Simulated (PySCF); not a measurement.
**C$_{6}$H$_{14}$O$_{2}$Si: full NMR table**

* Formula: C6H14O2Si
* SMILES: CCC(=O)[SiH2]OC(C)C
* InChI: InChI=1S/C6H14O2Si/c1-4-6(7)9-8-5(2)3/h5H,4,9H2,1-3H3
* Point group of the computed structure: C1
* Degrees of unsaturation: 1
* Carbon signals: 5
* Proton signals: 5

Structure with atom numbers: `[CH3:1][CH2:2][C:3](=[O:4])[SiH2:5][O:6][CH:7]([CH3:8])[CH3:9]`. Hydrogens are named by the atom that carries them.

PySCF 2.14.0 with density-fitted response routines calculation with σ from GIAO-PBE0/pcSseg-1 and geometry from GFN2-xTB; no solvent model, fast rotation and ring inversion assumed for equivalent nuclei, relativity neglected, a single conformation.

Referencing at the same level of theory: TMS for 1H (σ = 31.72 ppm) and 13C (σ = 186.93 ppm) and 29Si (σ = 349.16 ppm); 17O (σ = 336.08 ppm) vs H2O.

```tsv
carbon	δC, type	δH (multiplicity)	HMBC from (2–3 bonds)	span of the C tensor (ppm)
C1	8.1, CH3	1.03 (t)	H(C2)	10
C2	49.4, CH2	3.00 (q)	H(Si5), H(C1)	73
C3	249.9, C	–	H(Si5), H(C2), H(C1)	260
C7	70.3, CH	4.06 (sept)	H(Si5), H(C8)/H(C9)	69
C8/C9	26.6, CH3	1.34 (d)	H(C7), H(C8)/H(C9)	43
```

Other nuclei:
```tsv
atoms	nucleus	environment	δ (ppm)	σ (ppm)
H(Si5)	1H	hydrogen on a silicon bonded to C, O	4.67	27.05
Si5	29Si	silicon bonded to C, O, 2 H	-60.2	409.4
O4	17O	carbonyl oxygen	829.9	-493.8
O6	17O	oxygen bonded to C, Si	53.5	282.5
```

1. Carbon types of the structure: 1 × C, 1 × CH, 1 × CH2, 3 × CH3, leaving 2 H on heteroatoms.
2. δC 249.9: carbonyl carbon.
3. δC 70.3: sp3 CH bonded to O; pulled downfield by the heteroatom.
4. δC 49.4: sp3 CH2 α to a carbonyl; α to the electron-withdrawing carbonyl group.
5. δH 4.06: hydrogen on an sp3 CH bonded to O; its carbon carries O, which withdraws density.
6. δH 3.00: hydrogen on an sp3 CH2 α to a carbonyl; α to C=O.

Shifts are as computed. Against solution values, carbons near 30 ppm lie about +3 ppm off and those near 130 ppm about +5 ppm. Of 1211 compounds with measured shifts, 218 miss one by over three times the rms of a fit or turn the order of signals round; such compounds aren't used in these exercises. Unscaled 17O shifts of doubly bonded oxygen tend to come out too high, by tens of ppm or more. Experimental scales use liquid or dissolved standards, which lie at an offset from isolated H2O (liquid H2O: subtract about 36 ppm). Multiplicities follow the n + 1 count of equivalent neighbours, as no J values were calculated; m marks all less simple cases, F and P coupling included.
